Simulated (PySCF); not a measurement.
YSCl: from structure and modes to constants

Level of theory: PySCF, PBE0, basis Y def2-TZVP with ECP28, S def2-TZVP, Cl def2-TZVP (scalar-relativistic core potentials, no spin–orbit coupling, density fitting).

The singlet minimum has Cs symmetry. Masses (u): Y 88.90585, S 31.97207, Cl 34.96885.

```xyz
3
charge 0 multiplicity 1, angstrom
Y    -0.0587    0.0000   -0.5292
S    -2.0461    0.0000    0.6019
Cl    2.0195    0.0000    0.7799
```

Harmonic wavenumbers (cm⁻¹): 93.7 (a', ×1), 352.6 (a', ×1), 496.4 (a', ×1).

Q: Find the principal moments of inertia and the rotational constants. What kind of rotor is it?

A: About the centre of mass I = 56.203, 278.32, 334.52 u Å². With B = 16.8576/I this gives 0.2999, 0.06057, 0.05039 cm⁻¹. The molecule is an asymmetric top with κ = -0.92.

Q: Find the vibrational entropy and heat capacity at 298.15 K.

A: With u = 1.43878 ω/T, each mode gives S = R[u/(eᵘ−1) − ln(1−e⁻ᵘ)] and C = R u² eᵘ/(eᵘ−1)².
```csv
ω (cm⁻¹),u,S (J/(mol K)),C (J/(mol K))
93.7,0.452,14.99,8.17
352.6,1.701,4.83,6.57
496.4,2.395,2.79,5.26
```
The sums over all modes are S = 22.6 and C = 20.0 J/(mol K); the softest mode gives 66 % of the entropy.

Q: Give the standard entropy (298.15 K, 1 bar) by its translational, rotational, vibrational and spin parts, and Cp.

A: Sackur–Tetrode with M = 155.85 u gives 171.8; rotation with symmetry number 1 gives 112.8; vibration 22.6; spin R ln 1 = 0.0. The total is 307.3 J/(mol K), and Cp = 4 R + 20.0 = 53.3 J/(mol K).

This need not be the most stable arrangement of these atoms.
